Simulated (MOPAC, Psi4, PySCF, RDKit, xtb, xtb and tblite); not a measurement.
Relaxed torsion scan: SMILES C=Cc1ccccc1S (C8H8S). Scanned: dihedral C1–C2–C3–C4; all other coordinates were relaxed at GFN2-xTB. Points at φ and −φ are mirror images.

Geometry of the scan point at 150° (Å):
```
17

C     -2.7669    -1.0934     0.2268
C     -1.9146    -0.0820     0.1309
C     -0.4612    -0.1655     0.0156
C      0.1916     0.8507    -0.6853
C      1.5606     0.8572    -0.8583
C      2.3224    -0.1591    -0.3058
C      1.7066    -1.1622     0.4162
C      0.3271    -1.1743     0.5852
S     -0.3953    -2.4523     1.5767
H     -2.4583    -2.1239     0.2072
H     -3.8274    -0.9212     0.2997
H     -2.3003     0.9303     0.0976
H     -0.4058     1.6435    -1.1126
H      2.0335     1.6527    -1.4140
H      3.3952    -0.1688    -0.4263
H      2.3052    -1.9456     0.8604
H      0.7633    -2.8917     2.0740
```

Levels of theory: GFN2-xTB (xtb and tblite); MMFF94 // GFN2-xTB (RDKit); PBE/def2-SVP // GFN2-xTB (Psi4); PBE-D3(BJ)/def2-SVP // GFN2-xTB (Psi4); PM3, restricted, heats of formation // GFN2-xTB (MOPAC); PM7, restricted, heats of formation // GFN2-xTB (MOPAC); GFN1-xTB // GFN2-xTB (xtb); RKS-B3LYP/6-31G* = restricted B3LYP/6-31G*, spherical d, density fitting // GFN2-xTB run with PySCF 2.14.0; RHF/LANL2DZ = PySCF with restricted Hartree-Fock/LANL2DZ, with its core potentials past Ne // GFN2-xTB; RHF/3-21G = PySCF 2.14.0 with restricted Hartree-Fock/3-21G, density fitting // GFN2-xTB; RKS-B3LYP/6-311+G** = PySCF 2.14.0 with restricted B3LYP/6-311+G**, spherical d, density fitting // GFN2-xTB.

Least-squares fit of E(φ) = a0 + Σ (a_n cos nφ + b_n sin nφ), n = 1 to 4, to the 12 scan points, in kJ/mol above the lowest point of each profile (levels whose profile four harmonics don't fit are not listed):

```
method                  a0      a1    b1     a2    b2     a3    b3    a4    b4  rms of fit
-------------------  -----  ------  ----  -----  ----  -----  ----  ----  ----  ----------
GFN2-xTB              6.16   -3.64  0.00  -3.86  0.00  -0.43  0.00  2.06  0.00        0.14
MMFF94               10.09  -11.75  0.00   8.47  0.00  -1.27  0.00  2.93  0.00        0.17
PBE/def2-SVP          7.43   -3.50  0.00  -6.87  0.00   1.21  0.00  1.65  0.00        0.11
PBE-D3(BJ)/def2-SVP   7.07   -3.05  0.00  -6.84  0.00   1.07  0.00  1.75  0.00        0.11
PM3                   5.34   -5.43  0.00   0.10  0.00   0.31  0.00  0.93  0.00        0.40
PM7                   6.74   -4.62  0.00   8.15  0.00  -1.52  0.00  1.85  0.00        0.44
GFN1-xTB              6.06   -3.17  0.00  -4.65  0.00   0.05  0.00  1.78  0.00        0.06
RKS-B3LYP/6-31G*      6.97   -4.37  0.00  -3.99  0.00   1.08  0.00  1.98  0.00        0.14
RHF/LANL2DZ           8.17   -6.69  0.00  -2.42  0.00   1.27  0.00  1.93  0.00        0.13
RHF/3-21G             5.53   -6.18  0.00   2.14  0.00   0.39  0.00  1.97  0.00        0.25
RKS-B3LYP/6-311+G**   6.87   -4.46  0.00  -3.77  0.00   1.21  0.00  1.74  0.00        0.17
```
